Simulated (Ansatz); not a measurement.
Two isomers of C2H5BrSi: A = `BrC1C[SiH2]1`, B = `[SiH3]/C=C/Br`.

Program: Ansatz. Geometries: PBE0-D4/def2-TZVP. ΔE: electronic, gas phase. CBS: MP2 limit from def2 TZ/QZ plus the TZ coupled-cluster correction, frozen cores. Functionals use def2-TZVPP. For Br outer-core shells are correlated without core-valence functions, which leaves a few kJ/mol of doubt a bond. Scalar relativity is left out up to krypton.

Problem. Which is lower in electronic energy at CCSD(T)/CBS, and by how much? (Best estimate.)

Solution. Ansatz gave: B, by 46.0 kJ/mol.

Problem. Give E(B) − E(A) in kJ/mol with PBE-D4, r2SCAN-D4, PBE0-D4, ωB97M-V, CCSD(T)/def2-TZVPP, CCSD/def2-TZVPP, MP2/def2-TZVPP. (An estimate is asked.)

Solution. Computed: PBE-D4 -36.2, r2SCAN-D4 -40.0, PBE0-D4 -32.7, ωB97M-V -39.6, CCSD(T)/def2-TZVPP -49.3, CCSD/def2-TZVPP -50.1, MP2/def2-TZVPP -40.5. None reverses the order clearly.

Largest T1 diagnostic: 0.010.

From PBE to PBE0 (25 % exact exchange), in def2-TZVPP and without D4, E(B) − E(A) moves by +3.8 kJ/mol. In def2-TZVPP, CCSD(T) changes the Hartree–Fock value by +24.2 kJ/mol (the triples alone add +0.8 kJ/mol) and MP2 by +33.0 kJ/mol.
